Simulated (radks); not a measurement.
Task: The platinum ion Pt+, 77 electrons, occupied as [Xe] 4f14 5d9. Method: scalar-relativistic Kohn-Sham, PBE, spin-polarised, spherical densities, point nucleus; open shells are filled with parallel spins first (spin-orbit coupling, left out, can overturn this in heavy ions); computed with a radial shooting solver on a logarithmic mesh with Libxc functionals. Some entries of the table are withheld. Estimate them.

orbital,occ.,eigenvalue (eV),<1/r> (bohr^-1)
1s down,1,-78447.49,94.02
1s up,1,-78447.49,94.02
2s up,1,-13787.63,22.03
2s down,1,-13787.56,22.03
2p up,3,-11948.22,19.66
2p down,3,-11948.17,19.66
3s up,1,-3244.871,8.165
3s down,1,-3244.848,8.165
3p up,3,-2709.321,7.465
3p down,3,-2709.295,7.465
3d up,5,-2129.146,7.031
3d down,5,-2129.101,7.031
4s up,1,-703.7322,3.493
4s down,1,-703.6713,3.493
4p up,3,-528.1387,3.157
4p down,3,-528.0826,3.157
4d up,5,-315.0385,2.826
4d down,5,-314.9736,2.826
5s up,1,-110.2605,1.416
5s down,1,-109.8162,1.418
4f up,7,-78.3013,2.389
4f down,7,-78.2029,2.390
5p up,3,(1),(2)
5p down,3,(3),(4)
5d up,5,-14.5980,0.8037
5d down,4,-13.9805,0.8011

Result: 
(1) 5p up eigenvalue (eV): -64.5685
(2) 5p up <1/r> (bohr^-1): 1.197
(3) 5p down eigenvalue (eV): -64.0101
(4) 5p down <1/r> (bohr^-1): 1.199
